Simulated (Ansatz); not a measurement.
Ansatz results at the PBE0-D4/def2-TZVP geometry: LUMO energy (PBE/def2-TZVPP) -1.04 eV; size of the dipole moment (PBE/def2-TZVPP) 1.95 D; LUMO energy (ωB97M-V/def2-TZVPP) 1.23 eV.

Each molecule was computed in one conformer, which needn't be the lowest.

Problem. Which molecule gave them?
A. `C[O][Al]([OH])[Br]`
B. `C[N](C)[AlH][F]`
C. `[NH2][Al]([NH2])[Cl]`
D. `[CH3][AlH][Se]C`

Solution. B. The others give `[NH2][Al]([NH2])[Cl]`: -0.90, 2.47, 1.42; `C[O][Al]([OH])[Br]`: -1.57, 0.30, 0.93; `[CH3][AlH][Se]C`: -1.68, 2.06, 0.65.
